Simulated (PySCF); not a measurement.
**Complete the spectrum of C4H6ClFO2**

C4H6ClFO2.
SMILES: `COC[C@H](F)C(=O)Cl`

Method used: TDDFT PBE0/def2-SVPD, vertical, gas phase, core orbitals frozen in the response in PySCF. The structure is a single GFN2-xTB conformer in the gas phase; no vibrational or solvent corrections. Torsions of this conformer, `[CH3:1][O:2][CH2:3][C@H:4]([F:5])[C:6](=[O:7])[Cl:8]`: C1–O2–C3–C4 -179°, O2–C3–C4–F5 179°, C3–C4–C6–O7 -107°.

Orbital energies (eV): HOMO-3 -9.64, HOMO-2 -9.54, HOMO-1 -8.74, HOMO -8.22, LUMO -1.62, LUMO+1 0.39, LUMO+2 0.64.

Lowest singlets, with some entries withheld (?).

```json
{"state": "S1", "ν̃ (cm⁻¹)": "39310", "f": "?", "main configurations (H = HOMO, L = LUMO)": "H-1→L (89%), H→L (9%)"}
{"state": "S2", "ν̃ (cm⁻¹)": "44030", "f": "?", "main configurations (H = HOMO, L = LUMO)": "H→L (90%), H-1→L (9%)"}
{"state": "S3", "ν̃ (cm⁻¹)": "50440", "f": "?", "main configurations (H = HOMO, L = LUMO)": "H-2→L (91%)"}
{"state": "S4", "ν̃ (cm⁻¹)": "54670", "f": "?", "main configurations (H = HOMO, L = LUMO)": "H-3→L (78%)"}
{"state": "S5", "ν̃ (cm⁻¹)": "56930", "f": "?", "main configurations (H = HOMO, L = LUMO)": "H-4→L (89%), H-5→L (8%)"}
{"state": "S6", "ν̃ (cm⁻¹)": "59820", "f": "?", "main configurations (H = HOMO, L = LUMO)": "H→L+1 (66%), H→L+2 (31%)"}
{"state": "S7", "ν̃ (cm⁻¹)": "61020", "f": "?", "main configurations (H = HOMO, L = LUMO)": "H-5→L (88%), H-4→L (8%)"}
{"state": "S8", "ν̃ (cm⁻¹)": "62220", "f": "?", "main configurations (H = HOMO, L = LUMO)": "H→L+2 (61%), H→L+1 (31%)"}
```

Question: Fill in the withheld entries.

Answer: 
- S1: f = 0.0009
- S2: f = 0.0024
- S3: f = 0.0010
- S4: f = 0.023
- S5: f = 0.015
- S6: f = 0.017
- S7: f = 0.010
- S8: f = 0.019

Question: Which level carries the most intensity, and what share of the listed sum of f?

Answer: S4, with f = 0.023 of 0.088, 26%.

Question: What is the mean static polarisability from the same response equations?

Answer: 71.3 au (10.57 Å³), with principal values 65.7, 70.5 and 77.8 au.

Question: How far apart are S1 and S4, in eV and cm⁻¹?

Answer: 6.779 − 4.874 = 1.905 eV, or about 15360 cm⁻¹.

Hardware: one thread of an Arm Neoverse V1, shared host with 32 logical CPUs at a one-minute load of 8.2. Cost: 57 s wall (with the writing of density and orbital grids), 0.84 GiB resident at most.
